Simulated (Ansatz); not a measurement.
Gas-phase electronic energies from Ansatz, PBE0-D4/def2-TZVP geometries. CBS: MP2 limit from def2 TZ/QZ plus the TZ coupled-cluster correction, frozen cores. This one scheme is used for every species. DFT in def2-TZVPP. B3LYP here is the variant with VWN-RPA as its local correlation; programs differ in this. For Br outer-core shells are correlated without core-valence functions, which leaves a few kJ/mol of doubt a bond. Scalar relativity is left out up to krypton. One conformer a species, not always the lowest.

Consider the silylene formation by 1,1-elimination: `CC[SiH](F)Br` → `CCBr` + `F[SiH]`.

CCSD(T)/CBS gives +85.3 kcal/mol.

(1) Another level gave +88.2 kcal/mol. Which?
A. MP2/def2-TZVPP
B. B3LYP/def2-TZVPP
C. ωB97M-V/def2-TZVPP
D. B2PLYP/def2-TZVPP

Largest T1 diagnostic among the species: 0.015.

Answers

(1) A. MP2/def2-TZVPP 88.2, B2PLYP 82.4, ωB97M-V 83.8, B3LYP 78.7 kcal/mol.

From PBE to PBE0 (25 % exact exchange), in def2-TZVPP and without D4, ΔE moves by +4.6 kcal/mol. The D4 term adds +3.7 kcal/mol with B3LYP and +2.0 kcal/mol with PBE0; it sums over pairs of atoms, weighted by their polarisabilities, and B3LYP, whose exchange is more repulsive, gets the larger term.
